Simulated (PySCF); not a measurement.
# [B4]+: from structure and modes to constants

These are results of UPBE0/[B def2-TZVP], no relativity, density fitting, PySCF, not measurements.

The quartet minimum has D2h symmetry. Masses (u): B 11.00930.

```xyz
4
charge 1 multiplicity 4, angstrom
B     0.0000    0.7921    0.0000
B     0.0000   -0.7921    0.0000
B     1.4111    0.0000    0.0000
B    -1.4111    0.0000    0.0000
```

Harmonic wavenumbers (cm⁻¹): 94.2 (b3u, ×1), 629.3 (b2u, ×1), 811.1 (b1u, ×1), 855.1 (ag, ×1), 952.9 (b3g, ×1), 1133.8 (ag, ×1).

(1) Find the principal moments of inertia and the rotational constants. What kind of rotor is it?

(2) What is the harmonic zero-point energy?

(3) Find the vibrational entropy and heat capacity at 298.15 K.

(4) Give the standard entropy (298.15 K, 1 bar) by its translational, rotational, vibrational and spin parts, and Cp.

Results:

(1) About the centre of mass I = 13.815, 43.843, 57.658 u Å². With B = 16.8576/I this gives 1.22, 0.3845, 0.2924 cm⁻¹. The molecule is an asymmetric top with κ = -0.80.

(2) Half the sum of all 6 wavenumbers, 4476/2 = 2238 cm⁻¹, which is 26.8 kJ/mol (1 cm⁻¹ = 0.0119627 kJ/mol).

(3) With u = 1.43878 ω/T, each mode gives S = R[u/(eᵘ−1) − ln(1−e⁻ᵘ)] and C = R u² eᵘ/(eᵘ−1)².
| ω (cm⁻¹) | u | S (J/(mol K)) | C (J/(mol K)) |
| --- | --- | --- | --- |
| 94.2 | 0.454 | 14.94 | 8.17 |
| 629.3 | 3.037 | 1.68 | 4.06 |
| 811.1 | 3.914 | 0.83 | 2.65 |
| 855.1 | 4.127 | 0.70 | 2.36 |
| 952.9 | 4.598 | 0.47 | 1.81 |
| 1133.8 | 5.471 | 0.23 | 1.06 |
The sums over all modes are S = 18.9 and C = 20.1 J/(mol K); the softest mode gives 79 % of the entropy.

(4) Sackur–Tetrode with M = 44.04 u gives 156.1; rotation with symmetry number 4 gives 80.5; vibration 18.9; spin R ln 4 = 11.5. The total is 266.9 J/(mol K), and Cp = 4 R + 20.1 = 53.4 J/(mol K).

Other isomers or separated fragments may lie lower.
